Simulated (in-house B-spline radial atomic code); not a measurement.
A radial electron density 4πr²n(r) was computed for an atom or ion in its tabulated ground configuration with a B-spline radial code for spherical atoms; method: Dirac-Hartree-Fock, average of configuration. Columns: r (bohr), 4πr²n(r) (electrons per bohr), bar.

```
 0.00167    1.031 #
 0.00199    1.417 #
 0.00236    1.923 ##
 0.00281    2.616 ##
 0.00334    3.527 ###
 0.00398    4.743 ####
 0.00473    6.298 ######
 0.00563    8.303 #######
  0.0067    10.82 ##########
 0.00797    13.89 ############
 0.00948    17.55 ################
  0.0113    21.81 ####################
  0.0134    26.35 ########################
   0.016     31.2 ############################
   0.019    35.63 ################################
  0.0226    39.31 ###################################
  0.0269    41.64 #####################################
   0.032     42.2 ######################################
  0.0381    40.93 #####################################
  0.0453    38.39 ##################################
  0.0539    35.68 ################################
  0.0641    34.35 ###############################
  0.0763    35.66 ################################
  0.0908    39.78 ####################################
   0.108     45.2 #########################################
   0.128    49.07 ############################################
   0.153    48.71 ############################################
   0.182    43.18 #######################################
   0.216     34.9 ###############################
   0.257    27.93 #########################
   0.306    25.84 #######################
   0.364    28.39 #########################
   0.434    31.75 ############################
   0.516    31.51 ############################
   0.614    26.34 ########################
    0.73    18.25 ################
   0.869    10.34 #########
    1.03    4.851 ####
    1.23     1.75 ##
    1.46   0.5107 
    1.74   0.1082 
    2.07  0.01645
```

Question: Which atom or ion is it?
A. Se7+
B. Br7+
C. Rb8+
D. Ge7+

Answer: A. The area under the curve, ∫4πr²n dr = ∫r·4πr²n d(ln r) on this logarithmic grid, is 27 electrons, which only this option has. The configuration is [Ar] 3d9.
